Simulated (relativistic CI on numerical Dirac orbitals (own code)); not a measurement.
One change at a time: Rb I

Base calculation: Dirac-Coulomb-Breit CI, separate exchange-only KLI orbitals for each configuration, model QED (radiative potential, 1s self-energy scaled to tabulated hydrogen-like ionisation energies), valence Slater integrals scaled by 0.85, P86 correlation energy added to each configuration.

Configurations in the expansion (outside the closed core [Kr]): 5s, 5p, 4d, 6s, 6p, 5d, 7s, 7p, 6d, 8s, 5f, 5g, 8p, 4f, 7d, 8d. Levels of other configurations are missing.

Variants: (1) self-excluded LDA correlation estimate; (2) valence Slater integrals scaled by 0.75; (3) QED terms removed. Shifts of the energy above 5s ²S1/2, in cm⁻¹, for the lowest level and the first level of each name with at least 55 % of one term (blank where a level changes its place among those of its configuration and J or its character, or is not in the variant):

| Level | Base | Δ(1) | Δ(2) | Δ(3) | Measured |
| --- | --- | --- | --- | --- | --- |
| 5s ²S1/2 | 0.0 | 0.0 | 0.0 | 0.0 | 0.0 |
| 5p ²P°1/2 | 11348.3 | +1150.6 | 0.0 | +12.5 | 12579.0 |
| 5p ²P°3/2 | 11519.9 | +1150.6 | 0.0 | +12.0 | 12816.5 |
| 4d ²D5/2 | 18567.4 | +955.8 | 0.0 | +12.2 | 19355.2 |
| 4d ²D3/2 | 18596.6 | +955.7 | 0.0 | +12.3 | 19355.6 |
| 6s ²S1/2 | 19292.3 | +934.0 | 0.0 | +7.7 | 20132.5 |
| 6p ²P°1/2 | 22896.1 | +862.4 | 0.0 | +12.1 | 23715.1 |
| 6p ²P°3/2 | 22951.6 | +862.4 | 0.0 | +11.9 | 23792.6 |
| 5d ²D5/2 | 25276.5 | +531.8 | 0.0 | +12.1 |  |
| 5d ²D3/2 | 25299.4 | +531.8 | 0.0 | +12.2 |  |
| 7s ²S1/2 | 25655.1 | +711.8 | 0.0 | +9.9 |  |
| 4f ²F°7/2 | 27134.4 | -299.9 | 0.0 | +12.0 |  |
| 4f ²F°5/2 | 27134.4 | -299.9 | 0.0 | +12.0 |  |
| 7p ²P°1/2 | 27318.2 | +559.9 | 0.0 | +12.0 |  |
| 7p ²P°3/2 | 27341.4 | +559.9 | 0.0 | +11.9 |  |
| 6d ²D5/2 | 28431.2 | +313.9 | 0.0 | +12.0 |  |
| 6d ²D3/2 | 28449.4 | +314.0 | 0.0 | +12.1 |  |
| 8s ²S1/2 | 28641.3 | +454.5 | 0.0 | +10.9 |  |
| 8p ²P°1/2 | 29546.0 | +328.2 | 0.0 | +12.0 |  |
| 8p ²P°3/2 | 29557.1 | +328.2 | 0.0 | +11.9 |  |
| 5g ²G7/2 | 29598.7 | -268.2 | 0.0 | +12.0 |  |
| 5g ²G9/2 | 29598.7 | -268.2 | 0.0 | +12.0 |  |

Correlation outside the listed configurations is missing or only estimated: errors of thousands of cm⁻¹ between configurations and terms are usual at this charge. Rates and lifetimes follow the computed energies and can be off by large factors. The fine structure of a lone outer electron comes out too small, for d and f at times inverted, and misplaced configurations move strength between like terms. 7 of the 7 excited levels that our extract of the measured tables holds in this range could be paired (the sources list more); they are missed by 939 cm⁻¹ on average and 1297 at most, and levels without a partner can miss by more.

Measured levels: NIST Handbook of Basic Atomic Spectroscopic Data (Sansonetti and Martin, J. Phys. Chem. Ref. Data 34, 1559 (2005)).

Ionisation energy from the two ground configurations alone: base 4.214 eV; self-excluded LDA correlation estimate 4.181 eV; QED terms removed 4.215 eV. The NIST ASD value (measured) is 4.17713 eV.
